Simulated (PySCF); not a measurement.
Structure with atom numbers: `[CH2:1]=[N:2][C@@:3]12[CH:4]=[CH:5][C@@H:6]([CH2:7][CH2:8]1)[CH2:9]2`. Each H is labelled by its parent atom. Ha(C1) is cis to C3; Ha(C7), Ha(C8) are cis to C5 on the ring; Ha(C9) is cis to C7 on the ring; Hb(C1) is trans to C3; Hb(C7), Hb(C8) are trans to C5 on the ring; Hb(C9) is trans to C7 on the ring.

- geometry from GFN2-xTB
- σ from GIAO-PBE0/pcSseg-1
- program: PySCF
- gas phase, one conformer, relativity neglected

Referencing at the same level of theory: ¹³C against TMS.

Question: Do the ¹³C shifts follow the atomic charges (in e)? Tabulate both.

Answer: 
```
atoms  hybridisation  δ (ppm)  σ para (ppm)  Hirshfeld    IAO  Mulliken  ESP-fitted
   C1            sp2    157.2          -225      +0.00  -0.13     +0.02       +0.19
   C5            sp2    146.2          -214      -0.05  -0.16     -0.02       -0.27
   C4            sp2    146.0          -213      -0.06  -0.19     -0.03       -0.37
   C3            sp3     81.8          -139      +0.05  +0.12     -0.28       +0.87
   C9            sp3     63.4          -123      -0.07  -0.25     +0.00       -0.36
   C6            sp3     46.4          -109      -0.03  -0.12     -0.30       +0.09
   C8            sp3     36.2           -94      -0.08  -0.27     -0.05       -0.11
   C7            sp3     30.3           -92      -0.07  -0.27     -0.13       -0.25
```

Correlation coefficients of δ with charge over these carbons: Hirshfeld +0.27, IAO +0.23, Mulliken +0.48, ESP-fitted -0.03; with the paramagnetic shielding -1.00. Among the 5 sp3 carbons alone: Hirshfeld +0.78, IAO +0.79, Mulliken -0.30, ESP-fitted +0.69. With so few points, grouped by hybridisation, these coefficients are fragile. Charge is one influence among several: hybridisation and low-lying excitations act through the paramagnetic term.

Shifts are as computed. Against solution values, carbons near 30 ppm lie about +3 ppm off and those near 130 ppm about +5 ppm. Of 1211 compounds with measured shifts, 218 miss one by over three times the rms of a fit or turn the order of signals round; such compounds aren't used in these exercises.
